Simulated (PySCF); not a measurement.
C5H3Cl, SMILES C#CC=C=CCl.

Geometry optimised at PBE0-D3(BJ)/def2-SVP. This is a generated structure with no PubChem entry under its InChIKey; it may be hypothetical.

Two levels are set side by side: PBE/def2-TZVP (PySCF) and ωB97X/def2-TZVP (PySCF). Same geometry, gas phase. Differences are taken from unrounded values.

```csv
quantity,ωB97X
orbital gap (eV),10.17
highest occupied level (eV),-9.67
lowest empty level (eV),0.51
dipole moment (D),1.33
mean polarisability (bohr³),75.6
```

**Question.** What does PBE give, and how far is it from ωB97X? (Estimate from the structure and the level; the computed values follow.)

**Answer.** 
| quantity | PBE | PBE minus ωB97X |
|---|---|---|
| orbital gap (eV) | 3.90 | -6.28 |
| highest occupied level (eV) | -6.39 | 3.27 |
| lowest empty level (eV) | -2.50 | -3.00 |
| dipole moment (D) | 1.23 | -0.09 |
| mean polarisability (bohr³) | 79.3 | 3.6 |

PBE's occupied levels lie high since its potential decays too fast outside the molecule; exact exchange lowers them and widens the gap. PBE's more diffuse valence density responds more strongly to a field. Differences between two approximate levels are no errors against the true value.

Rough cost on one machine, each run with all the roots and properties that it gave: ωB97X against PBE within a factor of 2.
